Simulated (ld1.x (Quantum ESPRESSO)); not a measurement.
## In, TM semilocal: configuration errors across variants

ld1.x (Quantum ESPRESSO) 7.5 input, shortened:

```
&input
   title='In', zed=49., rel=1, dft='PBE', iswitch=3,
   config='[Kr] 4d10 5s2 5p1'
 /
 &inputp
   pseudotype=1, tm=.true., lloc=1,
   nlcc=.true.
 /
3
5S  1  0   2.00   0.00  2.25  2.25  0.0
4D  3  2  10.00   0.00  1.80  1.80  0.0
5P  2  1   1.00   0.00  3.10  3.10  0.0
 &test
   configts(1)='4d10 5s2 5p1'
 /
```

All-electron excitation energies from the reference (eV): (1) 4d10 5s2 5p0 5.363; (2) 4d10 5s1 5p0 24.598; (3) 4d10 5s0 5p0 52.918; (4) 4d10 5s1 5p1 11.956; (5) 4d10 5s2 5p1.3 -0.532; (6) 4d10 5s0 5p3 11.947; (7) 4d10 5s2 5p0.5 1.940.

A semilocal file is local in each channel, so a ghost entry of none says nothing of the separable form that plane-wave codes build from it.

Errors AE − PS in meV (a dash: test not solved or not reliable):

| change | (1) | (2) | (3) | (4) | (5) | (6) | (7) | bound ghosts |
| --- | --- | --- | --- | --- | --- | --- | --- | --- |
| base | -2.7 | -19 | -71 | +0.2 | +0.1 | +5.8 | -0.5 | none |
| all radii but the core radius scaled by about 0.75 (s 1.68, p 2.32, d 1.36 bohr) | -2.4 | -9.6 | -46 | -0.4 | 0.0 | -5.1 | -0.6 | none |
| all radii but the core radius scaled by about 0.84 (s 1.88, p 2.60, d 1.50 bohr) | -2.3 | -15 | -61 | -2.9 | 0.0 | -8.2 | -0.6 | none |
| all radii but the core radius scaled by about 0.89 (s 2.00, p 2.76, d 1.60 bohr) | -2.3 | -16 | -63 | -2.7 | +0.1 | -6.2 | -0.6 | none |
| all radii but the core radius scaled by about 1.03 (s 2.32, p 3.20, d 1.86 bohr) | -2.9 | -20 | -75 | +1.1 | +0.1 | +8.7 | -0.5 | none |
| all radii but the core radius scaled by about 1.09 (s 2.44, p 3.36, d 1.96 bohr) | -3.3 | -23 | -87 | +3.0 | +0.1 | +14 | -0.6 | none |
| all radii but the core radius scaled by about 1.19 (s 2.68, p 3.68, d 2.14 bohr) | -4.7 | -30 | -136 | +6.4 | +0.1 | +18 | -0.6 | none |
| all radii but the core radius scaled by about 1.25 (s 2.82, p 3.88, d 2.26 bohr) | -5.3 | -37 | -181 | +6.9 | +0.2 | +14 | -0.6 | none |
| all radii but the core radius scaled by about 1.33 (s 3.00, p 4.12, d 2.40 bohr) | -5.2 | -47 | -277 | +3.7 | +0.2 | -6.6 | -0.5 | none |
| all radii but the core radius scaled by about 1.40 (s 3.14, p 4.34, d 2.52 bohr) | -6.0 | -58 | -340 | +2.2 | +0.2 | -14 | -0.6 | none |

Question: Give the same row for: all radii but the core radius scaled by about 0.96 (s 2.16, p 2.98, d 1.72 bohr).

Answer: -2.4, -18, -67, -1.4, +0.1, 0.0, -0.5; bound ghosts: none.
